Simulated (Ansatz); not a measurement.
An input meant for Na2S2⁻ (charge -1, quartet; scaled by 1.25).

```yaml
crystal:
  periodic: [false, false, false]
  atoms:
    - {symbol: Na, position_ang: [1.467264, 3.070322, 0.913950]}
    - {symbol: Na, position_ang: [-1.346173, -2.945448, -1.385319]}
    - {symbol: S, position_ang: [4.395048, -2.352557, 0.780319]}
    - {symbol: S, position_ang: [-4.516162, 2.227659, -0.308927]}
basis:
  gaussian: {orbitals: x2c-TZVPPall}
total_charge: -1
magnetization: {spin_polarized: true, initial_magnetization: 3}
hamiltonian: {xc: {name: rPW86-PBE}}
scf: {omitted_lower_state_checks: [starts]}
```

```sh
$ ansatz run in.yaml --threads 2 --pin off --events-out ev --progress --plain --max-ram 4352MiB
```

Shortened log:

```
Functional definition: rPW86-PBE
1138 factors; their error is unknown
mean field evaluation 1: about -30601.9802 eV, gradient 1.0e1 eV
mean field evaluation 2: about -30459.7923 eV, gradient 5.9e1 eV
mean field evaluation 4: about -30555.8146 eV, gradient 4.2e1 eV
mean field evaluation 8: about -30603.6851 eV, gradient 6.2e-1 eV
mean field evaluation 16: about -30603.8311 eV, gradient 4.2e-3 eV
mean field evaluation 32: about -30603.8311 eV, gradient 9.3e-6 eV
mean field -30603.83108053 eV, -1124.6700481877 hartree, gradient 9.4e-6 eV, S^2 4.605515; 0 other end points of the search recorded, 0 dependent functions left out
reference -30603.83125088 eV, -1124.6700544478 hartree; 29, 26 occupied and 119, 122 virtual orbitals, 1138 factors
Total energy: -30603.83125088 eV, -1124.6700544478 hartree
Relativity: scalar
Checks for a lower state left out: starts
```

(1) Something in this input is off. What?

Answers

(1) The coordinates are in bohr but typed as ångström. Self-consistency was reached. The result belongs to that input, not to the species as meant. The highest occupied level of an anion often lies above zero with these methods, and sets without diffuse functions describe the outer electron poorly. The charge -1 quartet is spin-contaminated (final ⟨S²⟩ up to 4.61, 3.75 for a pure state).
